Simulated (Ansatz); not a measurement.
Multireference treatment of CaH2, singlet

Calculated in Ansatz's Gaussian-basis code. Basis def2-SVP, nonrelativistic, 9 orbitals frozen in the corrections. State-specific CASSCF; RHF is the lowest restricted (open-shell) Hartree–Fock solution met. Letters tell apart solutions met in one space. A minimal or small basis: far from the basis limit. Solutions may break the symmetry of the shape. No proof that the lowest CASSCF solution was found.

Geometry:

```xyz
3

H     0.0000    0.0000    2.2140
Ca    0.0000    0.0000    0.0000
H     0.0000    0.0000   -2.2140
```

CASSCF less RHF, in eV, and natural occupations:

```tsv
CAS	CASSCF	occupations
(4,6) a	-1.077	1.97, 1.96, 0.04, 0.03, 0.00, 0.00
(4,6) b	-1.062	1.97, 1.96, 0.04, 0.03, 0.00, 0.00
```

Question: What totals less RHF do the corrections give on each solution?

Answer: 

| CAS | SC-NEVPT2 |
| --- | --- |
| (4,6) a | -1.332 |
| (4,6) b | -1.322 |
